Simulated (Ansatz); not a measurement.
Calculated with Ansatz (gas phase, PBE0-D4/def2-TZVP geometries, no zero-point term in ΔE). CCSD(T)/CBS is the MP2 limit (def2-TZVPP, def2-QZVPP) plus CCSD(T) − MP2 in def2-TZVPP, frozen cores. This one scheme is used for every species. Functionals use def2-TZVPP. Each species was taken in one conformer, which may not be the lowest.

`C=C[SiH](N)OC` + H₂O → `CO[SiH](N)O` + `C=C`  (formal hydrolysis of the Si–C bond)

| level | ΔE (kJ/mol) | difference from CCSD(T)/CBS |
| --- | --- | --- |
| r2SCAN-D4 | -108.7 | -4.0 |
| PBE0-D4 | -99.5 | 5.2 |
| ωB97M-V | -107.3 | -2.6 |
| B2PLYP | -112.6 | -7.9 |
| r2SCAN | -110.3 | -5.6 |
| HF/def2-TZVPP | -127.9 | -23.2 |
| SCS-MP2/def2-TZVPP | -109.5 | -4.8 |
| HF/CBS(def2) | -128.7 | -24.0 |
| MP2/CBS(def2) | -103.4 | 1.3 |
| CCSD/CBS(def2) | -108.0 | -3.3 |
| CCSD(T)/CBS | -104.7 | 0 |

Largest T1 diagnostic among the species: 0.011.

In def2-TZVPP, CCSD(T) changes the Hartree–Fock value by +21.3 kJ/mol (the triples alone add +3.3 kJ/mol) and MP2 by +22.5 kJ/mol. From PBE to PBE0 (25 % exact exchange), in def2-TZVPP and without D4, ΔE moves by −3.4 kJ/mol. The D4 term adds +7.8 kJ/mol with B3LYP and +4.6 kJ/mol with PBE0; it sums over pairs of atoms, weighted by their polarisabilities, and B3LYP, whose exchange is more repulsive, gets the larger term.

B3LYP here is the variant with VWN-RPA as its local correlation; programs differ in this.
